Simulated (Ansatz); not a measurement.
Input and output for CH6BFN2.

```yaml
crystal:
  periodic: [false, false, false]
  atoms:
    - {symbol: B, position_ang: [-0.848102, 0.871941, -0.416063]}
    - {symbol: C, position_ang: [0.283262, 0.147172, 0.367651]}
    - {symbol: N, position_ang: [0.100563, -0.959067, 1.194822]}
    - {symbol: N, position_ang: [0.199872, -0.190766, -1.088344]}
    - {symbol: F, position_ang: [1.497220, 0.781342, 0.568798]}
    - {symbol: H, position_ang: [-0.634347, 1.987366, -0.787443]}
    - {symbol: H, position_ang: [-1.961678, 0.443855, -0.339274]}
    - {symbol: H, position_ang: [-0.423401, -0.730507, 2.025527]}
    - {symbol: H, position_ang: [0.968186, -1.422608, 1.436341]}
    - {symbol: H, position_ang: [0.956877, 0.157168, -1.658495]}
    - {symbol: H, position_ang: [-0.073152, -1.142895, -1.282720]}
basis:
  gaussian: {orbitals: STO-3G}
hamiltonian: {xc: {name: CAM-B3LYP}}
output: {forces: true}
```

```sh
$ ansatz run in.yaml --threads 4 --pin off --events-out ev --progress --plain --max-ram 10444MiB
```

Output, abridged:

```
Functional definition: CAM-B3LYP
437 factors; integrals over basis functions are off by at most 7.3e-5 eV
173 factors; integrals over basis functions are off by at most 2.4e-6 eV
mean field evaluation 1: about -7401.5282 eV, gradient 2.2e1 eV
mean field evaluation 2: about -7402.5597 eV, gradient 1.6e1 eV
mean field evaluation 4: about -7403.2099 eV, gradient 4.6e-1 eV
mean field evaluation 8: about -7403.1650 eV, gradient 2.2e-2 eV
mean field -7403.16498835 eV, -272.0612952763 hartree, gradient 1.3e-5 eV, S^2 0.000000; 0 other end points of the search recorded, 0 dependent functions left out
reference -7403.16507945 eV, -272.0612986242 hartree; 20, 20 occupied and 11, 11 virtual orbitals, 437 factors
Total energy: -7403.16507945 eV, -272.0612986242 hartree
Atom 0 at    -0.848102     0.871941    -0.416063 Å, force    -0.930213     0.265574    -0.804982 eV/Å
Atom 1 at     0.283262     0.147172     0.367651 Å, force     0.696470     2.498880     0.933714 eV/Å
Atom 2 at     0.100563    -0.959067     1.194822 Å, force    -1.051628    -1.968677    -0.216363 eV/Å
Atom 3 at     0.199872    -0.190766    -1.088344 Å, force    -1.640087     0.838929    -0.626784 eV/Å
Atom 4 at     1.497220     0.781342     0.568798 Å, force     0.885347     0.438288     0.228705 eV/Å
Atom 5 at    -0.634347     1.987366    -0.787443 Å, force    -0.222819    -0.850927     0.309697 eV/Å
Atom 6 at    -1.961678     0.443855    -0.339274 Å, force     0.871449     0.394468    -0.089025 eV/Å
Atom 7 at    -0.423401    -0.730507     2.025527 Å, force    -0.883792     0.247516     1.344018 eV/Å
Atom 8 at     0.968186    -1.422608     1.436341 Å, force     1.365352    -0.676822     0.518733 eV/Å
Atom 9 at     0.956877     0.157168    -1.658495 Å, force     1.379085     0.488897    -1.097347 eV/Å
Atom 10 at    -0.073152    -1.142895    -1.282720 Å, force    -0.469163    -1.676124    -0.500365 eV/Å
Dipole moment:     0.488415    -0.511264    -0.079520 e Å
```

Run time 0.7 s (4 threads of an Intel Xeon Platinum 8259CL on a shared host); peak host memory 0.11 GiB.
